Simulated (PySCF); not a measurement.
acetone (C3H6O), SMILES CC(C)=O. Heavy atoms are numbered as in [CH3:1][C:2]([CH3:3])=[O:4]. Hydrogens are named by the atom that carries them.

Coordinates come from a B3LYP-D3(BJ)/def2-TZVP optimisation.

Level of theory: PySCF with PBE0/pcSseg-1.

GIAO shieldings, no solvent; atoms alike by connectivity are averaged. δ = σ(ref) − σ: ¹³C against TMS (σ = 186.3 ppm); ¹⁷O against H2O (σ = 334.2 ppm); ¹H against TMS (σ = 31.56 ppm), references at their B3LYP-D3(BJ)/def2-TZVP geometries, non-relativistic.

| nucleus | atoms | count | δ (ppm) |
|---|---|---|---|
| ¹³C | C2 | 1 | 212.1 |
| ¹³C | C1 (CH3) | 2 | 31.6 |
| ¹⁷O | O4 | 1 | 695.7 |
| ¹H | H on C1 | 6 | 2.11 |
